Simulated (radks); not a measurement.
Initial-state core-level shifts of neutral lead when its valence configuration changes from [Hg] 6p2. Method: Dirac Kohn-Sham, LDA (Slater exchange, Perdew-Wang correlation), spin-unpolarised, spherical densities, finite nucleus; open shells fill j = l - 1/2 first; Fermi nuclear charge, rms radius 5.5012 fm; computed with a radial shooting solver on a logarithmic mesh with Libxc functionals. Shifts are changes of the shell-averaged eigenvalues in eV (positive: less bound); the change of the density at the nucleus, which sets a Mossbauer isomer shift, is in e/bohr^3, on a base of 2.725e+06.

valence,2s,4s,4d,5s,density at nucleus
[Xe] 4f14 5d9.5 6s2 6p2.5,-3.089,-3.024,-3.019,-2.856,+45.3
[Xe] 4f14 5d9.5 6s1 6p3.5,-5.090,-5.038,-5.030,-4.849,-207.7
[Xe] 4f14 5d10 6s1 6p3,-2.088,-2.103,-2.100,-2.090,-236.5
[Xe] 4f14 5d9 6s1.5 6p3.5,-7.171,-7.035,-7.022,-6.663,-40.5
[Xe] 4f14 5d9 6s2 6p3,-6.188,-6.046,-6.035,-5.688,+90.9
[Xe] 4f13 5d9.5 6s2 6p3.5,-24.874,-23.999,-22.711,-13.224,+367.4
[Xe] 4f12 5d10 6s2 6p4,-44.221,-42.352,-39.740,-20.799,+653.8
[Xe] 4f13 5d10 6s2 6p3,-21.674,-20.895,-19.615,-10.345,+319.9
[Xe] 4f12 5d9 6s2 6p5,-50.892,-48.752,-46.115,-26.611,+753.6
